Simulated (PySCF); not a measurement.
**How methods differ on the ionisation energy of Co⁵⁺**

Co⁵⁺ [Ar] 3d4 [3d3/2^4, M_J = 0] → Co⁶⁺ [Ar] 3d3 [3d3/2^3, M_J = 3/2], as a difference of total energies. All numbers are calculated (PySCF 2.14, the two-component X2C-1e Hamiltonian, in an even-tempered Gaussian basis (18 s from 0.2 bohr⁻², ratio 2.8; 13 p from 0.26 bohr⁻², ratio 2.8; 9 d from 0.26 bohr⁻², ratio 2.8; 4 f from 1.3 bohr⁻², ratio 3)). Correlated levels: [Ne] frozen; the 76 highest virtual spinors dropped. "Screened" scales the spin-orbit matrix elements by Boettger's factors to mimic the two-electron term; Breit and QED terms are absent.

```json
{"method": "GHF (screened spin-orbit)", "ionisation energy (eV)": "101.68"}
{"method": "GMP2 (screened spin-orbit)", "ionisation energy (eV)": "102.53"}
```

Problem. How much does correlation contribute at GMP2 (screened spin-orbit)?

Solution. 102.53 − (101.68) = 0.85 eV, measured against GHF (screened spin-orbit).

The labels give the starting determinants; with spin-orbit coupling the two ends relaxed to ⟨J²⟩ = 3.87, ⟨L²⟩ = 6.00, ⟨S²⟩ = 5.99 and ⟨J²⟩ = 6.57, ⟨L²⟩ = 11.99, ⟨S²⟩ = 3.75.

The determinant of Co⁵⁺ and of Co⁶⁺ mixes levels of different J (the jj label is only the starting occupation), so the difference between spin-free and spin-orbit rows is not the physical spin-orbit shift.

For comparison: 102 ± 0.2 eV (semi-empirical (NIST evaluation); NIST Atomic Spectra Database, ionization energies).
